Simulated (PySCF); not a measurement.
C₆H₉O₃P.
Cartesian coordinates in Å at the PBE0-D3(BJ)/def2-SVP level; atoms count from 1:
```xyz
19
C6H9O3P angstrom
C      2.7607    0.4281   -0.5081
C      1.2499    0.5674   -0.6356
P      0.3780   -0.5457    0.4899
O      0.7457   -1.9879    0.4083
O      0.7178    0.1733    1.9185
C     -1.3765   -0.2814    0.2557
C     -2.1861    0.8923    0.4382
C     -3.4568    0.5152    0.1317
O     -3.4903   -0.7905   -0.2194
C     -2.2388   -1.2653   -0.1425
H      3.0649   -0.6149   -0.6775
H      3.2785    1.0660   -1.2390
H      3.0950    0.7159    0.4991
H      0.9088    1.5960   -0.4337
H      0.9022    0.3034   -1.6477
H      0.5780   -0.4517    2.6421
H     -1.8577    1.8771    0.7632
H     -4.4093    1.0388    0.1195
H     -2.0825   -2.3129   -0.3872
```

Computed with PySCF at PBE0/pcSseg-1, non-relativistic, on one gas-phase PBE0-D3(BJ)/def2-SVP geometry that isn't relaxed in the solvent. The solvent is an IEF-PCM continuum (cavity from Bondi-type radii × 1.2). The model holds no explicit solvent molecules, cavitation or dispersion.

Gas phase at PBE0/pcSseg-1: HOMO -7.19 eV, LUMO -0.31 eV, dipole 3.12 D.

What does the continuum do to the energy, the frontier levels and the dipole at PBE0/pcSseg-1 in dimethylsulfoxide?

```csv
solvent,ε,E(solvent) − E(gas) (kcal/mol),polarisation term (kcal/mol),distortion of the solute (kcal/mol),HOMO (eV),LUMO (eV),dipole (D)
dimethylsulfoxide,46.83,-11.31,-12.69,1.38,-7.08,-0.22,4.17
```

Polarisation term: ½ Σ q·V over the induced surface charges. Distortion: the rise of the solute's own energy as its density leaves the gas-phase optimum.

Which radius a makes the point-dipole formula ΔE = −[(ε − 1)/(2ε + 1)]·μ²/a³ give the value in dimethylsulfoxide, with the gas-phase dipole?

μ = 1.229 au and |ΔE| = 0.01802 Eh give a = 1.82 Å; the farthest nucleus lies 4.34 Å from the centroid of the nuclei, so such a sphere wouldn't even hold the nuclei. The formula assumes a rigid point dipole at the centre of a sphere.

Give the dipole vector in the frame of the coordinates (D, pointing from negative to positive charge), gas and dimethylsulfoxide.

Gas (-1.40, 2.79, 0.10), solvent (-1.81, 3.76, 0.11). Its length changes by +34 % and its direction by 1°.

Which IAO charges (PBE0/pcSseg-1) respond most in dimethylsulfoxide (means over atoms taken as equivalent)?

```csv
atoms,environment,gas (e),solvent (e),change
O4,phosphoryl oxygen,-0.917,-0.965,-0.048
H16,hydroxyl hydrogen,+0.374,+0.393,+0.019
H18,aromatic hydrogen,+0.176,+0.192,+0.016
H14,methylene hydrogen,+0.155,+0.169,+0.014
H17,aromatic hydrogen,+0.170,+0.183,+0.013
P3,phosphoryl phosphorus,+1.695,+1.704,+0.009
O5,hydroxyl oxygen,-0.766,-0.775,-0.009
H15,methylene hydrogen,+0.159,+0.168,+0.009
```
